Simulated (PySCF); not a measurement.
# B+: excitation energy

B+ [He] 2s2 (1S) → B+ [He] 2p2 (3P), as a difference of total energies. Computed with PySCF 2.14 in def2-QZVPPD (8s4p4d2f1g, 63 functions), with no relativity, point nucleus. Correlated levels: valence: 1s2 frozen. The calculations carry no spin-orbit coupling.

```
           method  excitation energy (eV)
              UHF                  10.944
    MP2 (valence)                  11.773
SCS-MP2 (valence)                  12.107
   CCSD (valence)                  12.338
```

Q: How much does correlation contribute at MP2 (valence)?

A: 11.773 − (10.944) = 0.829 eV, measured against UHF.

Errors of the correlated levels include the incompleteness of this basis and the frozen core.

With two correlated electrons CCSD is exact in that space.

For comparison: 12.265 eV (measured; NIST levels, between the centres of gravity of the two terms).
